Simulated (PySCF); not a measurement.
**Radial density of Ir (iridium, neutral)**

M06-L, [Xe] 4f14 5d8 6s1, 6s spin antiparallel (an excited configuration). All numbers are calculated (PySCF 2.14, the spin-free X2C one-electron Hamiltonian (Gaussian nucleus), in x2c-TZVPPall (11s7p7d3f1g, 97 functions)).

| r (bohr) | 4πr²ρ (e/bohr) | 4πr²(ρα − ρβ) |
| --- | --- | --- |
| 0.0135 | 106.4 | -0.0026 |
| 0.0227 | 93.28 | -0.0004 |
| 0.0383 | 124.4 | 0.0020 |
| 0.0643 | 136.1 | 0.0610 |
| 0.108 | 113.5 | 0.1308 |
| 0.182 | 118.2 | -0.0087 |
| 0.306 | 72.78 | 0.1657 |
| 0.515 | 64.27 | 0.0290 |
| 0.866 | 21.60 | 0.6009 |
| 1.46 | 9.757 | 1.3563 |
| 2.45 | 2.377 | -0.0289 |
| 4.12 | 0.3714 | -0.1346 |
| 6.93 | 0.01074 | -0.0071 |
| 11.7 | 2.026e-05 | 0.0000 |

Densities and radii are taken from the X2C orbitals without a picture-change correction, which distorts them close to the nucleus.

Spin-orbit coupling, absent here, splits the open shell strongly. With the s spin flipped the determinant is a mixture of two multiplicities, not a spectroscopic state.
